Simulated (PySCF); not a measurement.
# One molecule, several mistakes: ClHSi

All numbers below are calculated, not measured. The program is PySCF 2.14.0, an open-source quantum chemistry code, run on an isolated molecule that a program drew, which may never have been made. The molecule is ClHSi (charge 0, singlet), drawn as the SMILES string `[SiH]Cl`.

Each row is a Hartree-Fock (HF) and frozen-core CCSD(T) single point in the cc-pV(D+d)Z basis, meant for a local HF minimum. Run 1 is clean. Each other run has one planted mistake out of seven kinds, and not every kind appears here: one electron removed, one electron added, multiplicity raised by two, geometry at a saddle point, minimal basis STO-3G, one bond length entered in bohr, all coordinates scaled. The reference is restricted for singlets and unrestricted otherwise, and also for a bond in bohr. Adding or removing an electron swaps singlet and doublet. Electrons count all cores. HOMO and LUMO are orbital energies over both spins, the gradient is its largest component, and the lowest frequency (negative if imaginary) is given only where the gradient is small. Bond lengths are over the 2 bonds as drawn. T1 is the CCSD diagnostic: over 0.02 (restricted) or 0.045 (unrestricted) a single reference is doubtful.

Geometry of the clean run:
```xyz
3
ClHSi, angstrom
Si   -1.7652   -0.3204    1.1787
Cl   -3.2607   -0.0908   -0.2751
H    -1.9163    1.0641    1.7687
```

| run | electrons | basis functions | <S^2> | HOMO (eV) | LUMO (eV) | gradient (hartree/bohr) | lowest frequency (cm^-1) | mean bond (Å) | longest bond (Å) | T1 | HF (hartree) | CCSD(T) (hartree) | mistake |
|---|---|---|---|---|---|---|---|---|---|---|---|---|---|
| 1 | 32 | 51 | 0.000 | -9.51 | 0.25 | 1.5e-07 | 522 | 1.8054 | 2.098 | 0.0146 | -749.01652 | -749.27472 | no fault |
| 2 | 32 | 51 | 0.000 | -9.82 | -0.06 | 2.6e-02 | - | 1.9155 | 2.226 | 0.0163 | -749.01011 | -749.26918 | all coordinates scaled |
| 3 | 33 | 51 | 0.773 | -1.06 | 8.07 | 3.4e-02 | - | 1.8054 | 2.098 | 0.0135 | -749.03106 | -749.28990 | one electron added |
| 4 | 31 | 51 | 0.770 | -18.31 | -7.91 | 5.1e-02 | - | 1.8054 | 2.098 | 0.0320 | -748.69693 | -748.93374 | ? |
| 5 | 32 | 51 | 2.007 | -8.40 | -0.47 | 2.7e-02 | - | 1.8054 | 2.098 | 0.0212 | -748.97857 | -749.21403 | ? |

**Which mistake was planted in run 4, and what did it cost?**

It counts 31 electrons, one fewer than the clean run, at the same geometry and basis. So the mistake is: one electron removed. Subtracting run 1 and multiplying by 627.51 kcal/mol a hartree, the energy moved by 200.5 kcal/mol in HF and 214.0 kcal/mol in CCSD(T).

**Which mistake was planted in run 5, and what did it cost?**

Electrons, basis and geometry are unchanged, and <S^2> is 2.007, beside S(S+1) = 2.00 for a multiplicity of 3. So the mistake is: multiplicity raised by two. Subtracting run 1 and multiplying by 627.51 kcal/mol a hartree, the energy moved by 23.8 kcal/mol in HF and 38.1 kcal/mol in CCSD(T).

